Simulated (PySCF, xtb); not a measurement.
C3H5BO2, SMILES C1C=COB1O. Other conformers were not sampled.

Harmonic wavenumbers (cm⁻¹) from GFN2-xTB (xtb) at its own minimum, in rising order: 190, 334, 361, 481, 525, 557, 753, 760, 807, 810, 842, 902, 1010, 1065, 1069, 1125, 1151, 1198, 1274, 1353, 1432, 1660, 2957, 2981, 3116, 3150, 3654.

What does PBE0-D3(BJ)/def2-SVP run with PySCF give at its own minimum? (Estimate from the structure and the level; the computed values follow.)

177, 369, 373, 502, 539, 579, 738, 786, 840, 860, 941, 958, 975, 1091, 1104, 1180, 1207, 1273, 1378, 1394, 1510, 1703, 3052, 3094, 3240, 3265, 3945. Paired by order, the mean absolute difference is 62 cm⁻¹ and the zero-point energies are 50.8 and 53.0 kcal/mol.
